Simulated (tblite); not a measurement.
Species: C5H7O2 (doublet state).
Atom-mapped SMILES: `[CH2:1]=[CH:2][CH2:3][CH2:4][C:5]([O:6])=[O:7]` (hydrogens: H8, H9 on C1; H10 on C2; H11, H12 on C3; H13, H14 on C4)
Bond orders are those of one Lewis drawing.

Computed with GFN2-xTB (tblite), gas phase: L-BFGS steps from a force-field or distance-geometry start until the largest atomic force falls under 0.01 eV/Å.

At the end of the run (lengths in Å): C4–C5 1.717, C5–O6 1.198, C5=O7 1.199, C1–H8 1.076, C3–C4 1.500, C2–H10 1.081, C3–H12 1.100, O6–C5–O7 142.5°, C4–C5–O6 109.6°, C4–C5–O7 108.0°, C3–C4–C5 107.6°, C1–C2–C3–C4 -136°, C2–C3–C4–C5 63°, C3–C4–C5–O6 -54°, H13–C4–C5–O6 -176°, H11–C3–C2–C1 -11°.

**Question.** These geometries were met on the way; a selection of coordinates is given. Order them by energy above the end point, lowest first.
A. C4–C5 1.750, C5–O6 1.195, C5=O7 1.193, C1–H8 1.076, C3–C4 1.501, C2–H10 1.081, C3–H12 1.102, O6–C5–O7 143.9°, C4–C5–O6 107.7°, C4–C5–O7 108.3°, C3–C4–C5 106.0°, C1–C2–C3–C4 -120°, C2–C3–C4–C5 59°, C3–C4–C5–O6 -101°, H13–C4–C5–O6 138°, H11–C3–C2–C1 4°
B. C4–C5 1.619, C5–O6 1.221, C5=O7 1.198, C1–H8 1.079, C3–C4 1.524, C2–H10 1.091, C3–H12 1.101, O6–C5–O7 129.9°, C4–C5–O6 119.1°, C4–C5–O7 111.0°, C3–C4–C5 107.5°, C1–C2–C3–C4 -120°, C2–C3–C4–C5 58°, C3–C4–C5–O6 -102°, H13–C4–C5–O6 142°, H11–C3–C2–C1 4°
C. C4–C5 1.710, C5–O6 1.194, C5=O7 1.202, C1–H8 1.074, C3–C4 1.500, C2–H10 1.079, C3–H12 1.100, O6–C5–O7 140.4°, C4–C5–O6 113.5°, C4–C5–O7 106.1°, C3–C4–C5 107.0°, C1–C2–C3–C4 -120°, C2–C3–C4–C5 58°, C3–C4–C5–O6 -102°, H13–C4–C5–O6 141°, H11–C3–C2–C1 5°
D. C4–C5 1.499, C5–O6 1.373, C5=O7 1.280, C1–H8 1.101, C3–C4 1.510, C2–H10 1.103, C3–H12 1.121, O6–C5–O7 119.5°, C4–C5–O6 123.6°, C4–C5–O7 116.8°, C3–C4–C5 108.0°, C1–C2–C3–C4 -120°, C2–C3–C4–C5 58°, C3–C4–C5–O6 -102°, H13–C4–C5–O6 141°, H11–C3–C2–C1 5°
E. C4–C5 1.772, C5–O6 1.189, C5=O7 1.192, C1–H8 1.076, C3–C4 1.497, C2–H10 1.080, C3–H12 1.098, O6–C5–O7 146.4°, C4–C5–O6 108.6°, C4–C5–O7 105.0°, C3–C4–C5 106.0°, C1–C2–C3–C4 -120°, C2–C3–C4–C5 58°, C3–C4–C5–O6 -102°, H13–C4–C5–O6 140°, H11–C3–C2–C1 5°

**Answer.** A (0.022 eV), E (0.039 eV), C (0.074 eV), B (0.273 eV), D (1.300 eV).

```
step  E above end (eV)  rms distance from the end, all atoms (Å)  largest force (eV/Å)  rms shift of all bonds from the end (Å)
  12             0.022                                     0.390                 0.101                                    0.010
   6             0.039                                     0.392                 0.262                                    0.016
   3             0.074                                     0.391                 0.521                                    0.003
   1             0.273                                     0.389                 2.312                                    0.029
   0             1.300                                     0.400                 7.625                                    0.082
```

Rows stand in the order of the answer.
